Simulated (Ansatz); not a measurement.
A run for Ansatz (a quantum-chemistry and plane-wave program): R-PBE0/def2-TZVPPD on C2H4ClN (a complex), monomers drawn apart or pushed together. Files ending in .json are basis or fitting sets from the Basis Set Exchange.

Ansatz 0.2 input:
```yaml
crystal:
  periodic: [false, false, false]
  atoms:
    - {symbol: C, position_ang: [0.54166539, -0.45954345, 1.10028371]}
    - {symbol: Cl, position_ang: [-1.00396213, 0.40608183, 1.41868456]}
    - {symbol: H, position_ang: [0.30404854, -1.39275859, 0.59959812]}
    - {symbol: H, position_ang: [1.15361952, 0.17352821, 0.46564768]}
    - {symbol: H, position_ang: [1.02877986, -0.64237881, 2.05279912]}
    - {symbol: C, position_ang: [0.32704080, 0.02446794, 5.61446785]}
    - {symbol: N, position_ang: [1.33572699, -0.51554475, 5.68585896]}
    - {symbol: H, position_ang: [-0.61053220, 0.52451616, 5.52503933]}
basis:
  gaussian:
    orbitals: def2-TZVPPD.json
hamiltonian:
  xc: {name: PBE0}
scf: {lower_state_search: off}
```

Give the final energy of this run.

-593.2851 hartree.
